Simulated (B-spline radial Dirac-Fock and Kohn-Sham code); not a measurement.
Z = 76 (osmium), transition energy 200 keV. Calculated with a B-spline atomic structure program, using a Dirac-Hartree-Slater potential of the neutral atom with a Latter tail (no hole, which puts coefficients of high multipoles low close above an edge), finite nucleus with surface currents. Subshells that would emit electrons below 1 keV are left out.

Question: A pure transition shows α(K) = 34.6, L1/L2 = 3.91 and L1/L3 = 0.817. What is its multipolarity?
A. M4
B. E4
C. E1
D. M1
E. M3
F. E3
G. M2
H. E2

Answer: A. For comparison, α(K), L1/L2, L1/L3 are E1 0.0549, 4.86, 5.12; E2 0.169, 0.320, 0.481; E3 0.487, 0.0922, 0.171; E4 1.44, 0.0634, 0.130; M1 0.656, 10.4, 103; M2 3.03, 7.35, 8.69; M3 10.4, 5.15, 1.89.
